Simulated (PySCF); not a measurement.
Gas-phase reaction: Sn(OH)2 + O2 = SnO2 + H2O2

Energies from PySCF, thermal terms from the rigid-rotor harmonic-oscillator model, ideal gas at 1 bar. S°(298 K) at PBE0/def2-TZVP differs from the NASA 1993 table for H2O2 (-8 J/mol/K); whether the harmonic model or the table's entry is off was not settled. † marks an energy on the PBE0/def2-TZVP geometry and frequencies; other levels use their own. MP2 and CCSD(T) freeze the core. Open shells (unrestricted): O2 (multiplicity 3); the rest are closed-shell singlets. B3LYP is the form with VWN-RPA correlation. Sn: scalar-relativistic def2 core potential, no spin-orbit coupling. No R ln 2 is added for the mirror-image form of H2O2. Sn(OH)2, SnO2: computed as isolated molecules; such fragments, hydroxides, amides, oligomers or adducts are transient or little studied in the gas. MP2 isn't extrapolated to the basis-set limit; its ΔH°(298 K) is 312.7 kJ in def2-SVP and 260.4 kJ in def2-TZVPP. CCSD(T) isn't extrapolated to the basis-set limit; its ΔH°(298 K) is 332.6 kJ in def2-SVP and 284.7 kJ in def2-TZVPP. The harmonic model lacks anharmonicity and excited electronic states, which grow with temperature; levels with a mode under 35 cm⁻¹ are left out. Internal rotation in Sn(OH)2, H2O2 is treated as a harmonic vibration of one conformer, which makes the entropy rough. Warning, large T1 diagnostic: SnO2 (CCSD(T)/def2-TZVPP†).

```tsv
level	ΔE electronic, kJ	ΔH°(298 K), kJ	ΔS°(298 K), J/K	ΔG°(2000 K), kJ
B3LYP/def2-TZVP†	310	316	-17	362
BLYP/def2-TZVP†	270	276	-17	322
CCSD(T)/def2-TZVPP†	279	285	-17	331
M06-2X/def2-TZVP†	328	333	-17	379
MP2/def2-SVP†	307	313	-17	359
PBE/def2-TZVP†	269	275	-17	321
PBE0/def2-QZVP†	316	321	-17	367
PBE0/def2-TZVP	319	325	-17	371
r2SCAN/def2-TZVP†	307	312	-17	358
LDA/def2-TZVP†	262	268	-17	314
```
ΔH° is lowest at LDA/def2-TZVP† and highest at M06-2X/def2-TZVP†. No reference value is set beside these.
